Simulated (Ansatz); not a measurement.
`C[S][Zn][S]C`. The species carries charge 0 and has multiplicity 1.

```xyz
11

C     0.576   -2.808    0.113
S     1.429   -1.643   -1.002
Zn    0.981    0.271   -0.104
S     0.562    2.193    0.790
C    -0.963    2.701   -0.072
H     0.971   -2.759    1.127
H    -0.500   -2.640    0.127
H     0.765   -3.806   -0.283
H    -1.234    3.676    0.334
H    -0.805    2.806   -1.144
H    -1.783    2.010    0.115
```

(1) What are the harmonic wavenumbers in cm⁻¹ at PBE0-D4/def2-TZVP (Ansatz, finite differences of forces, unscaled)? (Best estimate.)

(2) Is this a minimum?

(3) Give the ideal-gas thermochemistry at 298.15 K and 1 bar (rigid rotor, harmonic oscillator; point group C2, symmetry number 2).

(4) Rotational constants (cm⁻¹)?

## Answers

(1) The calculation gave: 34, 67, 68, 103, 105, 174, 189, 335, 467, 719, 720, 962, 963, 978, 978, 1348, 1349, 1474, 1474, 1476, 1476, 3068, 3068, 3155, 3155, 3160, 3160.

(2) Yes, all 27 modes are real.

(3) Zero-point energy 204.7 kJ/mol; H(298) − E = 230.8 kJ/mol; entropy 404.7 J/(mol·K), of which translation 172.1, rotation 113.4, vibration 119.2; G(298) − E = 110.1 kJ/mol. Modes under 100 cm⁻¹ are hindered rotations or soft bends, so the harmonic entropy is rough.

(4) 0.2253, 0.0302, 0.02969.
